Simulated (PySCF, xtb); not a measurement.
Sn(Cl)(SH) (ClHSSn), SMILES [SH][Sn][Cl] (connectivity only; charge and spin as stated), neutral, multiplicity 1.

GFN2-xTB in xtb at its own geometry gives an orbital gap of 3.29 eV and a dipole moment of 6.36 D.

Geometry optimised at PBE0-D3(BJ)/def2-TZVP. The def2 effective core potentials stand for the cores of Sn; spin–orbit coupling is left out. The values are those of a single conformer.

Q: What does PySCF with PBE/def2-TZVPD give? (The exact figures need the calculation; the answer reports its results.)

A: gap 2.98 eV (levels -6.45 and -3.47 eV), dipole 3.26 D.
